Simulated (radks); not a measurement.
Q: Species: the nitrogen ion N+. Configuration: [He] 2s2 2p2 (the NIST ground configuration). Method: Dirac Kohn-Sham, BLYP, spin-unpolarised, spherical densities, finite nucleus; open shells fill j = l - 1/2 first; Fermi nuclear charge, rms radius 2.5582 fm; computed with a radial shooting solver on a logarithmic mesh with Libxc functionals. Some entries of the table are withheld. Estimate them.

| orbital | occ. | eigenvalue (hartree) | <r^2> (bohr^2) |
|---|---|---|---|
| 1s1/2 | 2 | (1) | 0.07136 |
| 2s1/2 | 2 | -1.18784 | (2) |
| 2p1/2 | 2 | -0.76048 | 2.067 |
| 2p3/2 | 0 | -0.75958 | 2.071 |

A: 
(1) 1s1/2 eigenvalue (hartree): -14.78525
(2) 2s1/2 <r^2> (bohr^2): 1.862
